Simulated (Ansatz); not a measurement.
A nudged elastic band was laid between two geometries of H6S2SiSn2 (11 atoms, charge 0, multiplicity 1).

All numbers below come from Ansatz, RHF/def2-SVP.

```
movable images  : 5
climbing image  : yes
spring          : 5.0 eV/Å²
optimiser       : quadratic models (default)
start path      : through a guess of the saddle point
force threshold : 0.05 eV/Å
iteration limit : 60
end points      : relaxed
```

Image 0:

```xyz
11
Properties=species:S:1:pos:R:3
S -1.235 2.980 0.705
Sn 0.498 1.383 0.097
S 0.795 -0.342 1.860
Si 0.097 -2.001 0.665
Sn -0.336 -0.723 -1.580
H -0.491 3.701 1.551
H 1.964 2.252 -0.012
H 1.132 -3.052 0.547
H -1.124 -2.615 1.232
H 0.702 -1.051 -2.896
H -1.938 -0.591 -2.149
```

Image 6:

```xyz
11
Properties=species:S:1:pos:R:3
S -0.538 3.323 0.891
Sn 0.783 1.426 0.138
S 0.925 -0.319 1.902
Si 0.101 -1.918 0.705
Sn -0.349 -0.577 -1.498
H -1.705 2.677 0.970
H 2.332 2.104 -0.090
H 1.072 -3.019 0.521
H -1.125 -2.478 1.314
H 0.543 -0.983 -2.896
H -1.975 -0.293 -1.937
```

Q: What changes between the two ends?

A: No bond is made or broken. The dihedral H6–S1–Sn2–S3 goes from 79 to -66°.

Q: Give the energies along the band, and the barrier.

A: The forces met the threshold. The highest image is number 4 of 0 to 6, 0.060 eV above the first end and 0.068 eV above the last; the last end lies 0.009 eV below the first. A vibrational analysis at the climbing image gives one clearly imaginary mode, 118i cm⁻¹: a first-order saddle point.

```tsv
image	path coordinate (Å)	energy (eV)	dihedral H6–S1–Sn2–S3 (°)
0	0.00	0.000	79
1	0.62	0.019	112
2	1.24	0.042	148
3	1.86	0.051	-180
4	2.48	0.060	-148
5	3.20	0.024	-103
6	3.93	-0.009	-66
```

Q: What is the geometry of the highest image?

A: 
```xyz
11
Properties=species:S:1:pos:R:3
S -0.831 2.968 1.312
Sn 0.717 1.377 0.287
S 1.074 -0.464 1.899
Si 0.153 -2.003 0.687
Sn -0.391 -0.566 -1.432
H -1.404 3.337 0.162
H 2.212 2.167 0.049
H 1.101 -3.107 0.419
H -1.048 -2.571 1.338
H 0.508 -0.884 -2.849
H -2.025 -0.311 -1.851
```

Q: What are the harmonic wavenumbers there?

A: 118i, 39, 71, 116, 174, 186, 310, 320, 345, 359, 424, 472, 546, 565, 597, 647, 707, 750, 783, 846, 1033, 2009, 2016, 2019, 2335, 2339, 2850 cm⁻¹.

Run time: 6.3 min on 2 threads of Arm Neoverse V1, on a shared host, peak memory 0.43 GiB.
